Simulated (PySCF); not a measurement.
Isomers of C5H11B, one conformer each. Level of theory: core-valence-separated Tamm–Dancoff BHandHLYP/aug-pcX-1 (pcseg-1 on H) in PySCF, non-relativistic, gas phase, PBE0-D3(BJ)/def2-SVP geometry. No shift to experiment was applied.

P. `BC[C@H](C)C=C`
Q. `BC1CCCC1`

Main lines, eV (oscillator strength):
1. C K: 282.6 (0.062), 282.7 (0.061), 284.9 (0.008), 285.2 (0.018), 285.5 (0.009); B K: 185.4 (0.091), 191.3 (0.016)
2. C K: 283.4 (0.004), 284.7 (0.010), 285.0 (0.023), 285.2 (0.022), 285.5 (0.014); B K: 185.4 (0.089), 191.4 (0.021)
Listed: the first five lines at most of each edge with a tenth or more of its strongest line's intensity; roots within 0.03 eV on the same or equivalent atoms are summed. Only the lowest roots were sought, and the top ones are left out.

**Question.** Which spectrum belongs to which isomer?

**Answer.** 1 = P, 2 = Q.
- P: first C line listed at 282.6 eV, hole on the alkene CH carbon (1s→π*); first B line listed at 185.4 eV, hole on the three-coordinate boron.
- Q: first C line listed at 283.4 eV, hole on the sp3 carbon bound to boron; first B line listed at 185.4 eV, hole on the three-coordinate boron.

**Question.** What are the ground-state energies of the isomers at BHandHLYP/aug-pcX-1 (pcseg-1 on H), relative to the lowest?

**Answer.** P 50.5, Q 0.0 kJ/mol (electronic energies on these geometries, no dispersion or zero-point terms).
